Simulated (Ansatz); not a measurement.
Ansatz (an electronic-structure program) input (PBE/3-21G): The .json file is the Basis Set Exchange's 3-21G.

Ansatz 0.2 input:
```yaml
crystal:
  periodic: [false, false, false]
  atoms:
    - {symbol: C, position_ang: [-2.45650900, -0.53814300, 0.09035700]}
    - {symbol: C, position_ang: [-1.21647700, 0.04603300, 0.09224000]}
    - {symbol: C, position_ang: [0.05760200, -0.49479200, -0.18827900]}
    - {symbol: Si, position_ang: [1.59250000, 0.40542000, -0.01072500]}
    - {symbol: H, position_ang: [-2.59056100, -1.59255500, -0.13395900]}
    - {symbol: H, position_ang: [-3.34888700, 0.03982700, 0.29935900]}
    - {symbol: H, position_ang: [-1.21534900, 1.11187800, 0.34179500]}
    - {symbol: H, position_ang: [0.09975700, -1.55334800, -0.44848200]}
    - {symbol: H, position_ang: [2.60981100, 0.15264300, -1.09843500]}
    - {symbol: H, position_ang: [2.47202800, 0.19593400, 1.21396100]}
    - {symbol: H, position_ang: [1.37050500, 1.89114200, 0.01000500]}
basis:
  gaussian:
    orbitals: 3-21G.json
hamiltonian:
  xc: {name: PBE}
total_charge: -1
output: {forces: true}
```

Output:

```
Functional definition: PBE
integrals: 0.02 GiB planned
676 factors; integrals over basis functions are off by at most 1.0e-3 eV
mean field: 0.10 GiB planned
mean field evaluation 1: about -11029.2383 eV, gradient 3.9e1 eV
mean field evaluation 2: about -11019.1858 eV, gradient 6.6e1 eV
mean field evaluation 4: about -11032.9103 eV, gradient 6.0e0 eV
mean field evaluation 8: about -11032.9786 eV, gradient 2.9e-1 eV
mean field evaluation 16: about -11032.9789 eV, gradient 2.8e-5 eV
mean field -11032.97887241 eV, -405.4544951393 hartree, gradient 2.8e-5 eV, S^2 0.000000; 0 other end points of the search recorded, 0 dependent functions left out
the calculation of the forces begins
reference -11032.97890263 eV, -405.4544962499 hartree; 20, 20 occupied and 34, 34 virtual orbitals, 676 factors
Total energy: -11032.97890263 eV, -405.4544962499 hartree
Atom 0 at    -2.456509    -0.538143     0.090357 Å, force    -0.146108    -0.142767    -0.011969 eV/Å
Atom 1 at    -1.216477     0.046033     0.092240 Å, force    -0.108875     0.146192     0.039934 eV/Å
Atom 2 at     0.057602    -0.494792    -0.188279 Å, force    -0.486242    -0.469796    -0.160983 eV/Å
Atom 3 at     1.592500     0.405420    -0.010725 Å, force     0.289356     0.042686     0.045238 eV/Å
Atom 4 at    -2.590561    -1.592555    -0.133959 Å, force    -0.054572    -0.372396    -0.074095 eV/Å
Atom 5 at    -3.348887     0.039827     0.299359 Å, force    -0.368805     0.206227     0.070911 eV/Å
Atom 6 at    -1.215349     1.111878     0.341795 Å, force     0.028278     0.439908     0.098321 eV/Å
Atom 7 at     0.099757    -1.553348    -0.448482 Å, force     0.018556    -0.334943    -0.101897 eV/Å
Atom 8 at     2.609811     0.152643    -1.098435 Å, force     0.443029    -0.045887    -0.389389 eV/Å
Atom 9 at     2.472028     0.195934     1.213961 Å, force     0.447825     0.014662     0.457935 eV/Å
Atom 10 at     1.370505     1.891142     0.010005 Å, force    -0.062442     0.516113     0.025993 eV/Å
Dipole moment:     0.119648     0.079628     0.005616 e Å
```

The dipole moment of an ion depends on the origin.

The geometry given is a B3LYP-D3(BJ)/def2-TZVP minimum.
